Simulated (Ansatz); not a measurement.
`CC(C)[NH][Al]([F])[F]` + CH₃NH₂ → `C[NH][Al]([F])[F]` + `CC(C)N`  (ligand exchange at the Al–N bond)

Program: Ansatz. Geometries: PBE0-D4/def2-TZVP. ΔE: electronic, gas phase. CBS: MP2 limit from def2 TZ/QZ plus the TZ coupled-cluster correction, frozen cores. This one scheme is used for every species. Functionals use def2-TZVPP. B3LYP here is the variant with VWN-RPA as its local correlation; programs differ in this. Each species was taken in one conformer, which may not be the lowest.

(1) Is it downhill or uphill in electronic energy at CCSD(T)/CBS, and by how much? (Best estimate.)

(2) What do these levels give: ωB97X-V, B2PLYP, PBE, PBE0, B3LYP, HF/CBS(def2)? (An estimate is asked.)

Largest T1 diagnostic among the species: 0.012.

## Answers

(1) Computed: Nearly level: ΔE = -1.6 kJ/mol.

(2) Computed: ωB97X-V -1.1, B2PLYP -3.4, PBE -2.9, PBE0 -3.0, B3LYP -4.7, HF/CBS(def2) -6.7 kJ/mol.

The D4 term adds +4.6 kJ/mol with B3LYP and +2.7 kJ/mol with PBE0; it sums over pairs of atoms, weighted by their polarisabilities, and B3LYP, whose exchange is more repulsive, gets the larger term. In def2-TZVPP, CCSD(T) changes the Hartree–Fock value by +4.9 kJ/mol (the triples alone add +1.0 kJ/mol) and MP2 by +4.7 kJ/mol.
